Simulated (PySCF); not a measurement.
1-hydroxysilylpropan-2-one (C3H8O2Si), SMILES CC(=O)C[SiH2]O.

The structure is a stationary point at PBE-D3(BJ)/def2-SVP. One conformer was computed; it need not be the lowest.

These are PySCF with PBE-D3(BJ)/def2-SVP values and carry that method's errors.

Frequencies are harmonic and unscaled.

| mode | ν (cm⁻¹) | IR (km/mol) | moving atoms (share of kinetic energy) |
|---|---|---|---|
| 1 | 58 | 2.3 | O 43 %, C 36 %, H 18 % |
| 2 | 99 | 1.8 | H 34 %, O 25 %, Si 22 %, C 19 % |
| 3 | 145 | 0.7 | H 94 % |
| 4 | 197 | 5.2 | O 70 %, C 16 %, H 10 % |
| 5 | 257 | 10.7 | O 46 %, Si 21 %, H 17 %, C 16 % |
| 6 | 363 | 4.2 | H 43 %, C 36 %, Si 11 %, O 10 % |
| 7 | 486 | 11.7 | H 53 %, O 25 %, C 16 % |
| 8 | 514 | 9.8 | H 53 %, C 37 % |
| 9 | 568 | 13.8 | H 43 %, C 29 %, Si 14 %, O 14 % |
| 10 | 594 | 56.8 | H 83 %, O 10 % |
| 11 | 682 | 2.9 | C 49 %, H 39 % |
| 12 | 710 | 19.2 | H 84 % |
| 13 | 751 | 53.6 | H 69 %, C 24 % |
| 14 | 802 | 31.5 | H 46 %, C 40 %, O 11 % |
| 15 | 851 | 20.1 | O 45 %, H 30 %, C 13 %, Si 12 % |
| 16 | 895 | 133.4 | H 53 %, Si 20 %, O 18 %, C 8 % |
| 17 | 911 | 51.5 | H 66 %, C 31 % |
| 18 | 955 | 54.6 | H 78 %, C 13 % |
| 19 | 964 | 61.1 | H 61 %, C 28 % |
| 20 | 1049 | 222.2 | H 84 % |
| 21 | 1077 | 81.3 | H 60 %, C 37 % |
| 22 | 1085 | 10.9 | H 73 %, C 20 % |
| 23 | 1222 | 114.7 | C 55 %, H 43 % |
| 24 | 1312 | 66.7 | H 67 %, C 33 % |
| 25 | 1368 | 41.1 | H 82 %, C 18 % |
| 26 | 1379 | 7.2 | H 93 % |
| 27 | 1394 | 12.7 | H 96 % |
| 28 | 1710 | 148.6 | C 63 %, O 34 % |
| 29 | 2137 | 141.6 | H 97 % |
| 30 | 2182 | 130.6 | H 97 % |
| 31 | 2972 | 0.3 | H 97 % |
| 32 | 2992 | 0.9 | H 95 % |
| 33 | 3053 | 1.4 | H 91 %, C 9 % |
| 34 | 3068 | 4.2 | H 90 %, C 10 % |
| 35 | 3111 | 4.2 | H 90 %, C 10 % |
| 36 | 3461 | 260.3 | H 94 % |
